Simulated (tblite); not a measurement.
Species: C7H8OS.
Z-matrix (Å and degrees, GFN2-xTB geometry), rows numbered from 1:
```
C 
S   1  1.8543
O   2  1.4624  1  105.78
C   2  1.8256  1   93.18  3  -107.51
C   4  1.3837  2  119.82  1   -80.62
C   5  1.3844  4  119.23  2  -179.77
C   6  1.3864  5  119.99  4     0.29
C   7  1.3854  6  120.33  5     0.31
C   4  1.3812  2  119.03  1   100.63
H   1  1.0852  2  107.53  3   -69.14
H   1  1.0835  2  108.58  3   171.28
H   1  1.0844  2  109.04  3    50.16
H   5  1.0803  4  120.03  2     0.20
H   6  1.0799  5  119.93  4  -179.95
H   7  1.0799  6  119.77  5   179.99
H   8  1.0797  7  120.18  6   179.63
H   9  1.0805  4  118.70  2     0.15
```

All values are computed: GFN2-xTB (tblite) harmonic vibrations without scaling, gas phase. Against measured fundamentals such values can be off by several per cent, at times by over 20. One conformer, not necessarily the lowest.

Harmonic wavenumbers (cm⁻¹): 51.7, 106.7, 141.4, 167.7, 239.4, 300.1, 342.8, 365.7, 436.9, 467.6, 584.7, 654.7, 660.3, 668.8, 746.5, 879.6, 882.3, 885.0, 905.6, 929.2, 933.5, 964.4, 1074.7, 1105.6, 1111.2, 1139.2, 1179.5, 1186.3, 1268.1, 1280.8, 1320.5, 1431.5, 1435.7, 1448.9, 1451.3, 1581.7, 1594.4, 3053.0, 3064.2, 3075.1, 3076.6, 3080.0, 3084.2, 3090.0, 3096.5.

A = 3129, B = 966.2, C = 835.1 MHz; mass 140.030 u (most abundant isotopes); point group C1, symmetry number 1.

Task: What is the zero-point energy?

Result: ½Σν̃ = 28272 cm⁻¹ = 338.21 kJ/mol.

Task: Entropy at 500 K, 1 bar (ideal gas, RRHO, classical rotation)?

Result: Translation 181.24, rotation 128.76, vibration 176.65: S = 486.6 J/(mol K).

Task: And Cp and H(500 K) − H(0)?

Result: Cp = 221.05 J/(mol K), of which vibrations give 187.79 (their classical limit is 45 R = 374.2); H(500 K) − H(0) = 63.87 kJ/mol without the zero-point energy, 47.24 from vibrations.

Task: Blend soft modes into free rotors: weight 1/[1 + (100 cm⁻¹/ν̃)⁴] for the oscillator and the rest for a rotor with moment μB/(μ + B), μ = h/(8π²ν), B = 10⁻⁴⁴ kg m². What vibrational entropy results?

Result: 166.98 J/(mol K) in place of 176.65, which changes −T·S at 500 K by +4.83 kJ/mol.

Task: What must be added to the electronic energy to get the Gibbs energy at 500 K and 1 bar?

Result: ZPE + [H(500 K) − H(0)] − T·S = 338.21 + 63.87 − 243.32 = 158.76 kJ/mol.

Task: Which modes carry the vibrational entropy at 500 K?

Result: 51.7 cm⁻¹: 24.16; 106.7 cm⁻¹: 18.16; 141.4 cm⁻¹: 15.85; 167.7 cm⁻¹: 14.45; 239.4 cm⁻¹: 11.58; 300.1 cm⁻¹: 9.79 J/(mol K); the other 39 give 82.66 together.

Hindered rotation and anharmonicity are outside this model. Other conformers, if any are populated, would add a mixing term that is left out. The structure is chiral; the term R ln 2 for an equal mix with its mirror image is left out.
